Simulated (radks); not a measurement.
The numbers below are computed, except where a source is named.
Task: Species: the arsenic ion As18+. Configuration: [Ne] 3s2 3p3. Level of theory: Dirac Kohn-Sham, PBE, spin-unpolarised, spherical densities, point nucleus; open shells fill j = l - 1/2 first (a radial shooting solver on a logarithmic mesh with Libxc functionals). Some entries of the table are withheld. Estimate them.

orbital,occ.,eigenvalue (eV),<r> (bohr),r(max) (bohr)
1s1/2,2,-12419.55,0.04550,0.02973
2s1/2,2,-2174.318,(1),(2)
2p1/2,2,(3),0.1727,0.1337
2p3/2,4,(4),0.1763,0.1367
3s1/2,2,-756.9718,(5),0.4791
3p1/2,2,-705.5302,(6),0.4623
3p3/2,1,-697.6765,(7),0.4681
3d3/2,0,-619.5591,0.4587,0.3851
3d5/2,0,-617.9786,0.4603,0.3866
4s1/2,0,-375.3339,1.000,0.9962

Result: 
(1) 2s1/2 <r> (bohr): 0.2005
(2) 2s1/2 r(max) (bohr): 0.1695
(3) 2p1/2 eigenvalue (eV): -2020.772
(4) 2p3/2 eigenvalue (eV): -1983.577
(5) 3s1/2 <r> (bohr): 0.5139
(6) 3p1/2 <r> (bohr): 0.5009
(7) 3p3/2 <r> (bohr): 0.5067
